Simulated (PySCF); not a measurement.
**[TlCl4]− at several levels of theory**

Computed with PySCF 2.14.0 (density fitting, no spin-orbit coupling) at the geometry relaxed with PBE0:

```xyz
5
[TlCl4]− (singlet)
Tl    0.0000    0.0000    0.0000
Cl    1.4264    1.4264    1.4264
Cl   -1.4264   -1.4264    1.4264
Cl    1.4264   -1.4264   -1.4264
Cl   -1.4264    1.4264   -1.4264
```

| level | basis | state | HOMO (eV) | gap (eV) | charge on Tl1 (e) | dipole about the centre of mass (D) | largest force component (eV/Å) |
| --- | --- | --- | --- | --- | --- | --- | --- |
| PBE0 | Tl def2-SVP with ECP60, Cl def2-SVP | singlet | -4.36 | 5.52 | 0.54 | 0.00 | 0.01 |
| CAM-B3LYP | the same | singlet | -5.60 | 7.87 | 0.50 | 0.00 | 0.05 |
| TPSSh | the same | singlet | -3.63 | 4.36 | 0.55 | 0.00 | 0.09 |

Charges are Mulliken's, which hang on the basis. The relaxation used the grid (50, 194), these runs (75, 302) or, all-electron (x2c bases, spin-free X2C Hamiltonian), (99, 590).

Task: What does PBE0 with Tl def2-TZVP with ECP60, Cl def2-TZVP give here?

Result: state singlet, HOMO (eV) -4.77, gap (eV) 5.50, charge on Tl1 (e) 0.92, dipole about the centre of mass (D) 0.00, largest force component (eV/Å) 0.17. Time: 8.6 s on 2 threads of Intel(R) Xeon(R) 6975P-C (Granite Rapids), on a shared host, from free ions and atoms.

In the first row's basis the gap widens with exact exchange: 4.4 to 5.5 eV for TPSSh, PBE0 (a fixed share); 7.9 eV for CAM-B3LYP (rising or full at long range).
